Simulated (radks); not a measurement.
The numbers below are computed, except where a source is named.
Question: Ionisation of Sm2+, [Xe] 4f6, to Sm3+, [Xe] 4f5, under several functionals. Scalar-relativistic Kohn-Sham, spin-polarised, spherical densities, point nucleus; open shells are filled with parallel spins first (spin-orbit coupling, left out, can overturn this in heavy ions); a radial shooting solver on a logarithmic mesh with Libxc functionals. The NIST Atomic Spectra Database gives 23.6 eV (semi-empirical). Rank these functionals by the error of their Delta-SCF ionisation energy: PBEsol; Wu-Cohen GGA; LDA (Slater exchange, Perdew-Zunger correlation); SOGGA; exchange-only B88; XLYP.

Answer: From best to worst: exchange-only B88 24.059 eV (+0.509); XLYP 25.042 eV (+1.492); SOGGA 25.161 eV (+1.611); Wu-Cohen GGA 25.250 eV (+1.700); PBEsol 25.259 eV (+1.709); LDA (Slater exchange, Perdew-Zunger correlation) 25.437 eV (+1.887). Open shells are spherical and high-spin; term and fine-structure splittings are not resolved. Spin-orbit splitting is averaged out at the scalar-relativistic level.
